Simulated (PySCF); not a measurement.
Species: C6H5NO2.
Atom-mapped SMILES: `[O:1]=[C:2]([OH:3])[c:4]1[cH:5][cH:6][n:7][cH:8][cH:9]1` (hydrogens: H10 on O3; H11 on C5; H12 on C6; H13 on C8; H14 on C9)

Computed with PySCF at PBE0/pcSseg-1 and B3LYP/def2-SVPD, non-relativistic, on one gas-phase PBE0-D3(BJ)/def2-SVP geometry that isn't relaxed in the solvent. The solvent is an IEF-PCM continuum (Bondi radii, 1.10 Å for H, scaled by 1.2). The model holds no explicit solvent molecules, cavitation or dispersion.

Gas phase at PBE0/pcSseg-1: HOMO -7.76 eV, LUMO -2.04 eV, dipole 1.91 D.

What does the continuum do to the energy, the frontier levels and the dipole at PBE0/pcSseg-1 in chloroform and dichloromethane?

```
        solvent      ε  E(solvent) − E(gas) (kJ/mol)  polarisation term (kJ/mol)  distortion of the solute (kJ/mol)  HOMO (eV)  LUMO (eV)  dipole (D)
     chloroform  4.711                        -25.53                      -27.74                               2.21      -7.84      -2.01        2.36
dichloromethane   8.93                        -30.41                      -33.59                               3.18      -7.86      -2.01        2.45
```

Polarisation term: ½ Σ q·V over the induced surface charges. Distortion: the rise of the solute's own energy as its density leaves the gas-phase optimum. From chloroform to dichloromethane the lowering changes by a factor 1.19, Onsager's factor (ε − 1)/(2ε + 1) by 1.18 and ε itself by 1.9.

Which radius a makes the point-dipole formula ΔE = −[(ε − 1)/(2ε + 1)]·μ²/a³ give the value in dichloromethane, with the gas-phase dipole?

μ = 0.753 au and |ΔE| = 0.01158 Eh give a = 1.45 Å; the farthest nucleus lies 3.53 Å from the centroid of the nuclei, so such a sphere wouldn't even hold the nuclei. The formula assumes a rigid point dipole at the centre of a sphere.

Which Hirshfeld charges (PBE0/pcSseg-1) respond most in chloroform (means over atoms taken as equivalent)?

```json
{"atoms": "N7", "environment": "pyridine-type nitrogen", "gas (e)": "-0.153", "solvent (e)": "-0.174", "change": "-0.021"}
{"atoms": "O1", "environment": "acid carbonyl oxygen", "gas (e)": "-0.260", "solvent (e)": "-0.280", "change": "-0.020"}
{"atoms": "H10", "environment": "acid proton", "gas (e)": "+0.190", "solvent (e)": "+0.202", "change": "+0.012"}
{"atoms": "H12/H13", "environment": "aromatic hydrogen", "gas (e)": "+0.056", "solvent (e)": "+0.061", "change": "+0.005"}
{"atoms": "C2", "environment": "carboxylic acid carbon", "gas (e)": "+0.210", "solvent (e)": "+0.214", "change": "+0.004"}
{"atoms": "H11/H14", "environment": "aromatic hydrogen", "gas (e)": "+0.056", "solvent (e)": "+0.060", "change": "+0.004"}
```

Gas phase at B3LYP/def2-SVPD: HOMO -7.51 eV, LUMO -2.33 eV, dipole 1.84 D.

What does the continuum do to the energy, the frontier levels and the dipole at B3LYP/def2-SVPD in chloroform and dichloromethane?

```
        solvent      ε  E(solvent) − E(gas) (kJ/mol)  polarisation term (kJ/mol)  distortion of the solute (kJ/mol)  HOMO (eV)  LUMO (eV)  dipole (D)
     chloroform  4.711                        -24.77                      -27.34                               2.57      -7.57      -2.27        2.34
dichloromethane   8.93                        -29.57                      -33.30                               3.73      -7.60      -2.27        2.45
```

How does the static polarisability (B3LYP/def2-SVPD, frozen core, with the continuum's full static response) change?

```
         medium  isotropic (au)  principal values (au)  ⟨r²⟩ of the electrons (bohr²)
            gas            82.5      47.5, 92.9, 107.0                         1149.2
     chloroform           103.8     57.9, 120.0, 133.6                         1149.3
dichloromethane           108.8     60.9, 126.3, 139.2                         1149.4
```

The isotropic value in dichloromethane is 1.32 times the gas-phase one; no cavity-field correction is applied. ⟨r²⟩ is taken about the centre of nuclear charge.

Cost: about 40 s of CPU time on one thread; the machine was shared, so the figure is rough. This is the whole shielding run at PBE0/pcSseg-1 in dichloromethane, SCF included.

Conformer computed: `[O:1]=[C:2]([OH:3])[c:4]1[cH:5][cH:6][n:7][cH:8][cH:9]1`: O1–C2–C4–C5 177°, H–O3–C2–O1 0°.
